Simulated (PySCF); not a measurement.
BrFGaHO, SMILES [OH][Ga]([F])[Br]. Atoms are numbered in the order given.

```xyz
5

Ga    -0.0068     0.7322     0.0000
F     -1.5373     1.5715     0.0000
Br     0.0280    -1.5157     0.0000
O      1.4705     1.6952     0.0000
H      1.3008     2.6446     0.0000
```
Charge 0, spin multiplicity 1.

Geometry optimised at PBE0-D3(BJ)/def2-SVP. The structure was generated by enumeration; whether it is a known compound was not checked. The values are those of a single conformer.

Method: PBE0-D3(BJ)/def2-SVP in PySCF.

Frequencies are harmonic and unscaled.

Computed harmonic wavenumbers and intensities:
```
mode  ν (cm⁻¹)  IR (km/mol)  Raman (Å⁴/amu)  depolarisation  moving atoms (share of kinetic energy)
----  --------  -----------  --------------  --------------  --------------------------------------
1          130          2.1             1.0            0.75        O 32 %, F 26 %, Ga 25 %, Br 14 %
2          171         17.0             0.2            0.75                 Ga 49 %, O 22 %, F 21 %
3          177         34.6             1.6            0.68                 F 47 %, O 33 %, Br 10 %
4          324         35.2             5.3            0.15                        Br 47 %, Ga 44 %
5          350        129.8             0.6            0.75                           H 90 %, O 9 %
6          703         61.7             8.8            0.07                 F 60 %, O 25 %, Ga 14 %
7          754         99.6             4.9            0.34                 O 55 %, Ga 25 %, F 19 %
8          835         74.2             1.8            0.72                                  H 91 %
9         3895        112.9           137.8            0.27                                  H 94 %
```
